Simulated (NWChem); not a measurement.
Species: CH3FOSi, singlet; SMILES CO[Si]F

```xyz
7

Si     0.6474    -0.8452     0.0003
F     -0.9580    -1.2128    -0.0001
O      0.5916     0.8052     0.0000
C     -0.4770     1.7220    -0.0010
H     -1.4524     1.2108     0.0025
H     -0.4065     2.3680     0.8882
H     -0.4100     2.3623    -0.8944
```
Atoms are numbered in this order, from 1.

Results from NWChem. Pople sets run with spherical d functions. Low-valent species are run as closed-shell singlets; no triplet was tried in these runs. The geometry was optimised at PBE0/def2-SVP. B3LYP is NWChem's, with the RPA form of VWN correlation. GIAO values for the isolated, static molecule; σ is the absolute isotropic shielding, δ = σ(reference) − σ with the isolated reference molecule computed at the same levels (13C: tetramethylsilane, 19F: trichlorofluoromethane, 1H: tetramethylsilane, 17O: water, 29Si: tetramethylsilane).

For level B3LYP/6-31G*:

```yaml
"δ Si1 (ppm)": 45.8
"δ F2 (ppm)": 27.3
"δ O3 (ppm)": 157.9
"δ C4 (ppm)": 47.2
"δ H5 (rotor mean) (ppm)": 3.89
```

Q: How do the values read with level KT2/pcSseg-1 instead?

A: The δ Si1 (ppm) is 26.5. The δ F2 (ppm) is -0.7. The δ O3 (ppm) is 186.6. The δ C4 (ppm) is 50.7 and the δ H5 (rotor mean) (ppm) comes out as 4.10.
